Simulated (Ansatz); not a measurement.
`[OH][Sn]([Cl])[Cl]`• → 2 Cl• + H• + O• + Sn•  (atomization)

Computed with Ansatz on PBE0-D4/def2-TZVP structures; ΔE is electronic, products minus reactants. CCSD(T)/CBS adds triple-zeta CCSD(T) − MP2 to the extrapolated MP2 energy (def2 sets, frozen cores). This one scheme is used for every species, atoms too. Functionals use def2-TZVPP. B3LYP here is the variant with VWN-RPA as its local correlation; programs differ in this. Open shells (•) are unrestricted, without spin–orbit coupling. Spin–orbit coupling would lower the free atoms: a little for Cl, O; strongly for Sn. def2 core potentials past Kr. For Sn outer-core shells are correlated without core-valence functions, so the limit isn't a true one: a few kJ/mol of doubt a bond, and 10 to 20 or more in all where bonds break to atoms. Each species was taken in one conformer, which may not be the lowest.

| level | ΔE (kJ/mol) | difference from CCSD(T)/CBS |
| --- | --- | --- |
| revPBE-D4 | 1420.8 | -16.3 |
| B2PLYP | 1388.2 | -48.9 |
| B3LYP | 1379.6 | -57.5 |
| BHLYP | 1306.9 | -130.2 |
| MP2/def2-SVP | 1305.6 | -131.5 |
| MP2/def2-TZVPP | 1417.9 | -19.2 |
| SCS-MP2/def2-TZVPP | 1377.7 | -59.4 |
| CCSD(T)/def2-TZVPP | 1363.7 | -73.4 |
| MP2/def2-QZVPP | 1462.8 | 25.7 |
| SCS-MP2/def2-QZVPP | 1425.4 | -11.7 |
| CCSD(T)/CBS | 1437.1 | 0 |

Largest T1 diagnostic among the species: 0.017.

In def2-TZVPP, CCSD(T) changes the Hartree–Fock value by +446.7 kJ/mol (the triples alone add +42.3 kJ/mol) and MP2 by +500.9 kJ/mol; breaking electron pairs costs correlation energy, which Hartree–Fock lacks. The D4 term adds +24.2 kJ/mol with B3LYP and +12.6 kJ/mol with PBE0; it sums over pairs of atoms, weighted by their polarisabilities, and B3LYP, whose exchange is more repulsive, gets the larger term. From r2SCAN to r2SCAN0 (25 % exact exchange), in def2-TZVPP and without D4, ΔE moves by −59.8 kJ/mol: exact exchange takes away binding that semilocal exchange gives to molecules.

For atomizations the MP2-based limit and the directly extrapolated one differ by several kJ/mol either way, and by 10 to 25 for some Ge, Se and Sn compounds, so smaller differences from it don't rank the levels.
